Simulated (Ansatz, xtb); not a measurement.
# Two structures of Al2FH3N+

Structure a: a singlet given by its coordinates. Structure b: a singlet given by its coordinates. Both are isolated ions in the gas phase, relaxed with BLYP-D3(BJ)/def2-SVP.

a (Å):

```tsv
atom	x (Å)	y (Å)	z (Å)
Al	2.7544	-1.2128	-0.3090
Al	-0.8115	-0.1093	-0.1650
F	0.9460	-0.5974	-0.1647
N	-1.1291	1.0118	1.1433
H	-2.0565	1.4130	1.3245
H	-0.4618	1.3707	1.8335
H	-1.5888	-0.8072	-1.3230
```

Close contacts (Å): Al1–F3 1.92, Al2–F3 1.82, Al2–N4 1.75, Al2–H7 1.56, N4–H5 1.03, N4–H6 1.02.

b (Å):

```yaml
atoms:
  - { symbol: Al, position_ang: [-0.3042, 2.5912, -1.1592] }
  - { symbol: Al, position_ang: [-1.9243, 0.6058, -0.3095] }
  - { symbol: F, position_ang: [-1.9428, 2.4690, -0.2803] }
  - { symbol: N, position_ang: [-0.3509, 0.7967, -1.1526] }
  - { symbol: H, position_ang: [0.3300, 3.9749, -1.4856] }
  - { symbol: H, position_ang: [0.3100, 0.1024, -1.5147] }
  - { symbol: H, position_ang: [-3.0916, -0.2179, 0.3087] }
```

Close contacts (Å): Al1–Al2 2.70, Al1–F3 1.86, Al1–N4 1.80, Al2–F3 1.86, Al2–N4 1.80, Al1–H5 1.56, Al2–H7 1.56, N4–H6 1.02.

Energies in hartree; the thermal terms are from BLYP-D3(BJ)/def2-SVP harmonic frequencies (ideal gas, rigid rotor, one conformer each, 200 K, 1 atm) and include the zero-point energy:

```
                               a           b
E, CCSD(T)/def2-TZVP  −640.078967  −640.090757
   zero-point energy     0.034450     0.032273
        H(200 K) − E     0.038816     0.035735
        G(200 K) − E     0.015536     0.015229
```

Question: Work out ΔE, ΔE₀, ΔH and ΔG for a → b in kJ/mol (1 Eh = 2625.50 kJ/mol) and the equilibrium ratio [b]/[a].

Answer: 1. ΔE = −640.090757 − (−640.078967) = −0.011790 Eh = −30.95 kJ/mol.
2. ΔE₀ = ΔE + ΔZPE = −0.011790 + (−0.002177) Eh = −36.67 kJ/mol.
3. ΔH = ΔE + (−0.003081) Eh = −39.04 kJ/mol.
4. ΔG = ΔE + (−0.000307) Eh = −31.76 kJ/mol, so ΔS = (ΔH − ΔG)/T = −36.4 J/(mol K).
5. kT = 0.6334 mEh, so K = [b]/[a] = exp(−ΔG/kT) = exp(+19.10) ≈ 2.0 × 10^8.

Structure b is favoured at this temperature. An error of 4 kJ/mol in ΔG would change K by a factor of 11. Mirror images and further conformers aren't counted.

Other levels gave ΔE = −5.3 (BLYP-D3(BJ)/def2-SVP); −18.8 (HF/def2-TZVP); −45.0 (MP2/def2-TZVP) kJ/mol. The correlated steps freeze 12 core orbitals. Programs: Ansatz 0.2.0.
